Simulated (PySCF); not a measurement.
Vertical excitation energies

Species: C4H4F3N.
SMILES: `[H]/N=C\C=C(/F)C(F)F`

Level of theory: TDDFT wB97X-D/def2-SVPD, vertical, gas phase, core orbitals frozen in the response (PySCF 2.14.0, density-fitted response routines). One conformer (not necessarily the lowest) at the GFN2-xTB geometry, without solvent, vibrations or thermal averaging. Torsions of this conformer, `[H]/[N:1]=[CH:2]\[CH:3]=[C:4](/[F:5])[CH:6]([F:7])[F:8]`: N1–C2–C3–C4 180°, C3–C4–C6–F7 -65°.

```tsv
state	λ (nm)	E (eV)	f	|μ| (D)	main configurations (H = HOMO, L = LUMO)
S1	275.8	4.50	0.0030	0.42	H→L (93%)
S2	204.3	6.07	0.591	5.07	H-1→L (97%)
S3	166.5	7.45	0.0003	0.11	H-2→L (48%), H→L+4 (37%)
S4	159.5	7.77	0.0025	0.29	H-1→L+1 (43%), H-1→L+2 (20%), H→L+4 (12%)
S5	158.6	7.82	0.017	0.75	H→L+1 (22%), H-2→L (14%), H→L+3 (14%)
S6	158.5	7.82	0.018	0.77	H→L+1 (23%), H→L+4 (18%), H-2→L (13%)
S7	153.8	8.06	0.027	0.94	H-3→L (61%), H-1→L+4 (32%)
```

Triplets, Tamm–Dancoff:

```tsv
state	E (eV)	λ (nm)	main configurations (H = HOMO, L = LUMO)
T1	3.45	358.9	H-1→L (95%)
T2	3.81	325.8	H→L (89%), H→L+4 (9%)
T3	5.54	224.0	H-3→L (63%), H-1→L+4 (25%)
```

The lowest singlet lies at 4.50 eV (276 nm, ultraviolet) and is very weak; its leading configuration is HOMO→LUMO (93%). The strongest level in the table is S2 at 6.07 eV (204 nm, f = 0.591). S5/S6 lie within about 0.01 eV of each other. Löwdin shares by element: HOMO nitrogen 63%, carbon 21% or more, hydrogen 8% or more; LUMO carbon 58% or more, nitrogen 21% (atoms not listed hold the other 21%). Of the 7 states listed, 4 reach f = 0.01 and 1 stays under 0.0005. The oscillator strengths of these states sum to 0.658; summed over the whole spectrum of an exact calculation they would give the number of electrons, 62 (Thomas–Reiche–Kuhn). Weighted by f, the mean energy of these states is 6.24 eV. Orbitals of the list HOMO-3 to LUMO+2 that lie within 0.01 eV of each other are written together with a slash and their weights summed (≥ marks a lower bound); for degenerate orbitals outside that list single weights are arbitrary. Singlets were solved by full linear response, triplets in the Tamm–Dancoff approximation. The highest level found (8.29 eV, f 0.0003 so far) is left out, since the window may have cut off a degenerate partner.
